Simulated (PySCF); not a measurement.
A calculated (B3LYP, PySCF 2.14, jorge-DZP-DKH, the spin-free X2C one-electron Hamiltonian (Gaussian nucleus)) atom or ion has these occupied shells.

```tsv
shell	electrons	orbital energy (eV)	rms radius, mean of both spins (bohr)
1s α	1	-4431.2	0.0845
1s β	1	-4431.2	0.0845
2s α	1	-491.32	0.373
2s β	1	-491.04	0.373
2p α	3	-403.38	0.342
2p β	3	-403.16	0.342
3s α	1	-65.648	1.16
3s β	1	-64.641	1.16
3p α	3	-43.112	1.27
3p β	3	-42.072	1.27
3d α	1	-11.898	1.91
4s α	1	-10.718	3.55
```

Problem. Name the element and its charge.

Solution. Sc+ (scandium, charge +1), in [Ar] 3d1 4s1, high-spin 3D determinant.
